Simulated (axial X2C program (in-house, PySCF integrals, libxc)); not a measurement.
## TaO⁻: properties at the nuclei

Calculated with an axial X2C code built on PySCF integrals: two-component X2C with atomic mean-field Coulomb and Gaunt terms, Gaussian nuclei, basis Ta dyall-acv3z, O dyall-av3z with contracted cores.

R = 1.720 Å (near the PBE0 minimum at charge -1 of the determinant lowest at the starting distance; the state shown can have its own minimum elsewhere).

Input and command:
```json
{"zs": [73, 8], "q": -1, "bas": ["dyall-acv3z", "dyall-av3z"], "r0": 1.83, "levels": ["PBE0", "HF", "BHandHLYP", "r2SCAN", "LDA"], "nst": 3}
```
```bash
python soeom.py task.json out
```

Keys: zs atomic numbers; q charge; bas basis sets; r0 starting distance in Å; levels methods; nst determinants followed.

Determinant lowest in the PBE0 search, Ω = 1 (⟨Sz⟩ = 1.00, ⟨Lz⟩ = 0.00 at PBE0), spin on the atoms Ta 1.08, O -0.08:

| level | Eeff magnitude (GV/cm) | Ws magnitude Ta (kHz) | A∥/gI Ta (MHz) | qzz Ta (a.u.) | A∥/gI O (MHz) | qzz O (a.u.) |
| --- | --- | --- | --- | --- | --- | --- |
| PBE0 | 11.6 | 12.1 | 1060 | -2.00 | -0.389 | -0.43 |
| HF | 39.8 | 42 | 1690 | -1.49 | -26.1 | -0.58 |
| BHandHLYP | 16 | 17 | 783 | -2.03 | -6 | -0.46 |
| r2SCAN | 11.8 | 12 | 2040 | -2.21 | -0.744 | -0.41 |
| LDA | 3.55 | 4.07 | 349 | -1.41 | 0.254 | -0.40 |

Determinant 0.34 eV from it at PBE0 and this distance, Ω = 2 (⟨Sz⟩ = -0.96, ⟨Lz⟩ = 2.96 at PBE0), spin on the atoms Ta -0.96, O 0.01:

| level | Eeff magnitude (GV/cm) | Ws magnitude Ta (kHz) | A∥/gI Ta (MHz) | qzz Ta (a.u.) | A∥/gI O (MHz) | qzz O (a.u.) |
| --- | --- | --- | --- | --- | --- | --- |
| PBE0 | 3.21 | 2.06 | 959 | -3.57 | 10.9 | -0.43 |
| HF | 8.05 | 4.4 | 433 | -3.37 | 7.4 | -0.61 |
| BHandHLYP | 6.38 | 3.49 | 956 | -3.83 | 7.98 | -0.49 |
| r2SCAN | 2.41 | 1.77 | 711 | -3.93 | 14.9 | -0.39 |
| LDA | 2.73 | 1.72 | 896 | -3.71 | 14.6 | -0.40 |

Eeff is the effective electric field on the electron electric dipole moment in this Ω state and Ws the scalar–pseudoscalar constant of the nucleus named (defined with the proton number Z and per Ω); A∥ (defined per Ω) follows by multiplying with gI = μI/(I μN); qzz is the electric field gradient, eQq0 = 234.96 MHz × Q/barn × qzz. The operators were transformed with the bare-nucleus X2C matrices; with these basis sets, hyperfine constants and field gradients can be off by tens of per cent, and where levels differ in sign neither size nor sign is settled.

(1) With Q(181Ta) = 3.17 barn, Q(17O) = -0.02558 barn (Q from Pyykkö, Mol. Phys. 2018), turn the PBE0 values of the first state into constants in MHz.

Each state is one determinant with collinear spin, which with several unpaired electrons need not be a pure state. Unrestricted Hartree–Fock can overshoot spin polarisation at the nuclei. For an anion, determinants above electron detachment, or with a positive highest level, are held by the basis set. With several open shells hyperfine constants can be off by a factor of several. Where Eeff spreads by more than a factor of two the levels disagree and none is to be relied on. Open-shell Ω = 0 determinants with evenly filled partner blocks cannot be reached by this program, so the Ω shown need not be the lowest component. States lie within half an eV, so the first need not be the ground state. Further determinants of the search, some of them spin-mixed, are not shown. Where a field gradient or hyperfine factor spreads by more than a factor of two over the levels, a constant derived from it is not to be relied on. PBE0 term energies can be off by some tenths of an eV.

Results:

(1) eQq0(181Ta) = 234.96 × (3.17) × (-2.00) = -1490 MHz; eQq0(17O) = 234.96 × (-0.02558) × (-0.43) = 2.58 MHz.
